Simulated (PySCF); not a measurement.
Isotope clusters of molecular radical cations, worked from isotope masses and abundances (centroid m/z, relative intensity):

1. 57.0573 (100.0), 58.0601 (3.7)
2. 131.0858 (100.0), 132.0889 (7.0)
3. 160.0812 (100.0), 161.0846 (8.8), 162.0880 (0.3)

Lines and terms under 0.3 % are left out. Candidates, as SMILES:
A. `C=CP(N)CCCC`
B. `C1N(C)C1`
C. `C(C)(C)(C)P1CCC=C1F`

Q: Match clusters and compounds, and give each formula.

A: 
1 = B, C3H7N, monoisotopic mass of the neutral 57.0578 u; relative to that species, one 13C gives 3.2 % at +1 and one 15N gives 0.4 % at +1.
2 = A, C6H14NP, monoisotopic mass of the neutral 131.0864 u; relative to that species, one 13C gives 6.5 % at +1 and one 15N gives 0.4 % at +1.
3 = C, C8H14FP, monoisotopic mass of the neutral 160.0817 u; relative to that species, one 13C gives 8.7 % at +1.

Q: What is the mean mass of the whole cluster 3, and how does it compare with the molar mass?

A: 160.169 u over all lines, faint ones too (the ion lacks one electron, 0.0005 u); standard atomic weights give 160.172 g/mol for C8H14FP.

Q: Give the exact less the nominal mass of each, in mDa.

A: C6H14NP +86.4, C3H7N +57.8, C8H14FP +81.7 (neutral, monoisotopic).

Masses and patterns are calculated from tabulated isotope masses and abundances.
